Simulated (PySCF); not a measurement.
C₃H₉BeClSi, SMILES C[Si](C)(C)[Be][Cl] (GFN2-xTB optimised geometry):

```
15

Be    -1.166    -0.099     0.000
Cl    -2.929    -0.102    -0.001
Si     1.042    -0.099     0.000
C      1.844     1.581    -0.472
C      1.839    -1.348    -1.222
C      1.842    -0.531     1.691
H      2.929     1.531    -0.457
H      1.546     1.892    -1.469
H      1.544     2.367     0.215
H      1.543    -1.141    -2.245
H      1.535    -2.367    -0.998
H      2.924    -1.317    -1.184
H      1.535    -1.515     2.033
H      1.552     0.182     2.457
H      2.928    -0.529     1.639
```

Computed with PBE0/def2-TZVP in PySCF 2.14.0.

Problem. What are the frontier orbital energies and the dipole moment?

Solution. HOMO-2 -8.26 eV, HOMO-1 -8.25 eV, HOMO -7.60 eV, LUMO -0.98 eV, LUMO+1 -0.97 eV; dipole moment 0.43 D.

Meta-Löwdin charges at PBE0/def2-TZVP: Be1 1.07, Cl2 -0.70, Si3 0.29, C4 -0.59, C5 -0.59, C6 -0.59, H7 0.12, H8 0.12, H9 0.12, H10 0.12, H11 0.12, H12 0.12, H13 0.12, H14 0.12, H15 0.12.
